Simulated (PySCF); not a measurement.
## N(2+) (nitrogen, charge +2) across methods

[He] 2s2 3s1, 2S determinant (an excited configuration). Computed with PySCF 2.14 in dyall-av3z, with the spin-free X2C one-electron Hamiltonian (Gaussian nucleus).

| method | E (hartree) | mean ε 2s α (eV) | mean ε 2s β (eV) | mean ε 3s α (eV) | Σ⟨r²⟩ (bohr²) | ⟨S²⟩ |
| --- | --- | --- | --- | --- | --- | --- |
| LDA | -51.4939 | -58.265 | -57.892 | -17.291 | 14.10 | 0.750 |
| BP86 | -51.9638 | -58.567 | -58.260 | -17.485 | 13.94 | 0.750 |
| UHF | -51.83418 | -66.164 | -65.425 | -19.653 | 14.61 | 0.750 |
| PBE | -51.9069 | -58.505 | -58.149 | -17.446 | 14.02 | 0.750 |
| PBE0 | -51.9155 | -60.649 | -60.222 | -18.119 | 14.10 | 0.750 |
| r2SCAN | -51.9226 | -58.896 | -58.715 | -17.388 | 14.23 | 0.750 |
| TPSSh | -51.9745 | -59.637 | -59.315 | -17.700 | 14.05 | 0.750 |
| revPBE | -51.9688 | -58.498 | -58.192 | -17.476 | 14.00 | 0.750 |

(1) Estimate the same row for PBEsol.

The outer electron is Rydberg-like, and this basis confines it to a smaller radius and binds it less than a complete one would.

Answers

(1) E (hartree) = -51.7053; mean ε 2s α (eV) = -58.242; mean ε 2s β (eV) = -57.907; mean ε 3s α (eV) = -17.365; Σ⟨r²⟩ (bohr²) = 14.03; ⟨S²⟩ = 0.750.
